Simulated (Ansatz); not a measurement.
`Cl[Si]Br` + HBr → `Br[Si]Br` + HCl at 400 K and 1 bar (ligand exchange at the Si–Cl bond).

Gas-phase electronic energies from Ansatz, PBE0-D4/def2-TZVP geometries. CCSD(T)/CBS is the MP2 limit (def2-TZVPP, def2-QZVPP) plus CCSD(T) − MP2 in def2-TZVPP, frozen cores. This one scheme is used for every species. For Br outer-core shells are correlated without core-valence functions, which leaves a few kJ/mol of doubt a bond. Scalar relativity is left out up to krypton.

| species | CCSD(T)/CBS energy (Eh) | H − E (kJ/mol) | S (J/(mol·K)) |
| --- | --- | --- | --- |
| `Cl[Si]Br` | -3322.23177 | 24.9 | 315.2 |
| HBr | -2573.91920 | 27.6 | 207.2 |
| `Br[Si]Br` | -5435.76988 | 24.5 | 321.4 |
| HCl | -460.38127 | 29.6 | 195.4 |

H − E and S are ideal-gas, rigid-rotor, harmonic terms from PBE0-D4/def2-TZVP. 1 Eh = 2625.50 kJ/mol, R = 8.31446 J/(mol·K).

Task: By hand: ΔE, ΔH, ΔS and ΔG.

Result: ΔE = (-5435.76988) + (-460.38127) − (-3322.23177) − (-2573.91920) = -0.00018 Eh = -0.5 kJ/mol. Δ(H − E) = 24.5 + 29.6 − 24.9 − 27.6 = 1.6, so ΔH = 1.1 kJ/mol. ΔS = 321.4 + 195.4 − 315.2 − 207.2 = -5.6 J/(mol·K). ΔG = 1.1 − 400 × (-5.6)/1000 = 3.3 kJ/mol.

Task: By hand: the equilibrium constant, and the temperature at which ΔG would vanish if ΔH and ΔS stayed fixed.

Result: log₁₀ K = −ΔG/(RT ln 10) = -0.4. ΔH and −TΔS have one sign here, so there is no such temperature.

TΔS isn't small against ΔH here. The sign of ΔG lies within the doubt. A doubt of 5 kJ/mol in ΔE shifts log₁₀ K by 0.7 here. These are equilibria of isolated gas molecules and say nothing of rates. Largest T1 diagnostic: 0.011 (customary marks: 0.02 for closed shells, 0.045 for open ones).

ΔS is within the doubt of such terms, so its sign, and with it that verdict, could turn.
